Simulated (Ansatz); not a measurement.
The Ansatz (an electronic-structure program) input:
Ansatz 0.2 input:
```yaml
crystal:
  periodic: [false, false, false]
  atoms:
    - {symbol: O, position_ang: [-0.00000000, -0.00000000, -0.67067238]}
    - {symbol: O, position_ang: [0.00000000, 0.00000000, 0.67067238]}
basis:
  gaussian:
    orbitals: pc-2.json
hamiltonian:
  xc: hf
total_charge: -1
magnetization: {spin_polarized: true, initial_magnetization: 1}
```
The basis file holds pc-2 in the JSON format of the Basis Set Exchange.

Problem. What total energy does HF/pc-2 run with Ansatz give?

Solution. -149.6416 Eh

Problem. Estimate the number of basis functions that HF/pc-2 returns for this input.

Solution. 60

A gas-phase anion may not be bound at this level; its values then depend on the basis.
